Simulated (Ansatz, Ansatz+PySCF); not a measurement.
```yaml
atoms:
  - { symbol: N, position_ang: [0.0000, 0.0000, -0.4711] }
  - { symbol: H, position_ang: [0.0000, 0.0000, 3.2974] }
  - { symbol: H, position_ang: [30.0000, 0.0000, -0.3804] }
  - { symbol: H, position_ang: [30.0000, 0.0000, 0.3804] }
```

Basis set: 6-31G (spherical functions). Left uncorrelated: 1 orbital. Charge 0, multiplicity 3.

Computed with Ansatz (development build ahead of 0.2.0); each method stands on the lowest determinant of its kind that the runs found.

The atomization energy at this shape (free ground-state atoms in the same class of orbitals less the molecule, no zero-point energy) of triplet NH3 in separate pieces:

```csv
method,atomization energy
UHF-CCSD(T),97.37 kcal/mol
UHF,81.42 kcal/mol
```

(1) What does UHF-MP2 give?

## Answers

(1) 92.48 kcal/mol. Caution: the unrestricted determinant is a mixture of spin states. Caution for UHF-CCSD(T), UHF-MP2: bonds are stretched, where a single reference can fail.

This basis has no polarisation functions and is too small for such energies, which can lie far from measured ones in either direction.
